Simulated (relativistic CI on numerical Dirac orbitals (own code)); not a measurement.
**Sensitivity of the levels of Lu⁷⁺ to α and to the nuclear radius**

Method of calculation: Dirac-Coulomb-Breit CI, separate exchange-only KLI orbitals for each configuration, derivatives by finite differences, unscaled Slater integrals, QED left out (own radial code, finite nucleus).

Configuration list (outside the closed core [Kr] 4d10): 4f13 5s2 5p3, 4f12 5s2 5p4, 4f14 5s2 5p2, 4f13 5s 5p4, 4f13 5s2 5p2 5d, 4f12 5s 5p5, 4f11 5s2 5p5, 4f10 5s2 5p6, 4f11 5s 5p6, 4f13 5p5, 4f12 5p6. Double excitations out of closed p, d and f shells are left out; levels of such configurations are missing from the list, as are those of other unlisted configurations, and high levels can miss mixing partners.

With x = (α/α₀)² − 1 an excitation energy changes as ω = ω₀ + qx; K = 2q/ω₀ is the relative enhancement. Terms are leading LS components, so labels can repeat. The field-shift factor is F = δν/δ⟨r²⟩ for the transition from the lowest level.

Lowest level 4f10 5s2 5p6 5I_8.

```tsv
Level	ω₀ (cm⁻¹)	q (cm⁻¹)	K	F (GHz/fm²)
4f11 5s2 5p5 5K_9	7466.6	71010	19	-17.6
4f10 5s2 5p6 5I_7	9491.6	9785	2.06	0.491
4f11 5s2 5p5 5I_8	10273.6	72040	14	-17.7
4f11 5s2 5p5 5H_7	14652.8	73770	10.1	-17.8
4f10 5s2 5p6 5I_6	15659.6	14040	1.79	0.664
4f11 5s2 5p5 3H_6	17442.4	74190	8.51	-18.1
4f10 5s2 5p6 5I_5	19927.8	14920	1.5	0.771
4f11 5s2 5p5 5I_7	19928.5	80550	8.08	-17.3
4f11 5s2 5p5 5K_8	21590.1	80840	7.49	-17.3
4f11 5s2 5p5 5H_6	23023.1	82090	7.13	-17.2
4f10 5s2 5p6 5I_4	23637.5	18680	1.58	0.957
4f11 5s2 5p5 3I_6	25996.2	82430	6.34	-17.2
4f10 5s2 5p6 5F_5	26567.3	39940	3.01	-3.52
4f11 5s2 5p5 3H_5	26703.8	51430	3.85	-14.4
4f11 5s2 5p5 5I_5	27858.8	78810	5.66	-16.4
4f11 5s2 5p5 3I_5	28810.8	79950	5.55	-17.3
4f11 5s2 5p5 5G_6	29382.0	70110	4.77	-16.7
4f11 5s2 5p5 5H_4	29736.8	78190	5.26	-17.3
4f10 5s2 5p6 5S_2	31016.3	765.7	0.0494	0.532
4f11 5s2 5p5 3K_7	31473.8	78400	4.98	-17.5
4f11 5s2 5p5 5H_3	31585.6	74220	4.7	-17.4
4f11 5s2 5p5 3H_4	31847.1	80340	5.05	-16.9
4f10 5s2 5p6 3K_8	32070.7	4449	0.277	0.805
```

At this charge configurations can still be misplaced by up to about 7 % of their energy. Terms inside the open d or f shell come out 10 to 20 % too wide with unscaled integrals. Levels and lines within the n = 5 or 6 shells can be off by up to 10 % or somewhat more, and those that change n by about 2 %, since core polarisation is missing. Levels that differ in their count of f electrons can be misplaced by several ten thousand cm⁻¹, since the correlation energy of f electrons is missing or only estimated; rates across such gaps can be off by orders of magnitude.
